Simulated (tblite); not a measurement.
Isomers of C5H5OS2 (doublet state). Level: GFN2-xTB in tblite, geometry and Hessian alike; calculated harmonic values, unscaled, isolated species. Errors from tens to a few hundred cm⁻¹ against measured bands are possible. Modes of hydrogen on sulfur can be 10 to 20 % off. One conformer each. Open shells enter through the occupations alone, without spin polarisation, and single modes of such species can be off by tens of per cent.

Electronic energies: GFN2-xTB at the same geometries; isomer energies are rough at this level and their order can be wrong.

```tsv
SMILES	electronic energy, lowest = 0 (kcal/mol)
COc1ccc([S])s1	0.0
COc1c[c]c(S)s1	53.8
COc1[c]cc(S)s1	53.5
[CH2]Oc1ccc(S)s1	33.0
```

How do GFN2-xTB zero-point energies change the relative energies?

```json
{"SMILES": "COc1ccc([S])s1", "ZPE (kcal/mol)": "54.2", "of it from modes above 1550 cm⁻¹": "21.8", "electronic (kcal/mol)": "0.0", "with ZPE, lowest = 0 (kcal/mol)": "0.0", "lowest mode (cm⁻¹)": "85", "rings": "1"}
{"SMILES": "[CH2]Oc1ccc(S)s1", "ZPE (kcal/mol)": "50.3", "of it from modes above 1550 cm⁻¹": "21.5", "electronic (kcal/mol)": "33.0", "with ZPE, lowest = 0 (kcal/mol)": "29.1", "lowest mode (cm⁻¹)": "85", "rings": "1"}
{"SMILES": "COc1[c]cc(S)s1", "ZPE (kcal/mol)": "51.3", "of it from modes above 1550 cm⁻¹": "22.9", "electronic (kcal/mol)": "53.5", "with ZPE, lowest = 0 (kcal/mol)": "50.6", "lowest mode (cm⁻¹)": "70", "rings": "1"}
{"SMILES": "COc1c[c]c(S)s1", "ZPE (kcal/mol)": "51.1", "of it from modes above 1550 cm⁻¹": "20.7", "electronic (kcal/mol)": "53.8", "with ZPE, lowest = 0 (kcal/mol)": "50.8", "lowest mode (cm⁻¹)": "70", "rings": "1"}
```

The zero-point energies span 3.9 kcal/mol, from `[CH2]Oc1ccc(S)s1` to `COc1ccc([S])s1`. The order is unchanged.

What do entropy and thermal enthalpy add at 298.15 K and 1 bar (rigid rotor, harmonic oscillator, one conformer each)?

```csv
SMILES,point group,symmetry number,S (cal/(mol K)),H − H(0) (kcal/mol),ZPE + H − H(0) − TS (kcal/mol)
COc1ccc([S])s1,Cs,1,91.5,5.77,32.7
COc1[c]cc(S)s1,C1,1,95.5,6.31,29.2
COc1c[c]c(S)s1,C1,1,97.2,6.46,28.6
```

S holds R ln(2S + 1) for the spin.

Not tabulated: `[CH2]Oc1ccc(S)s1` (point group not settled).
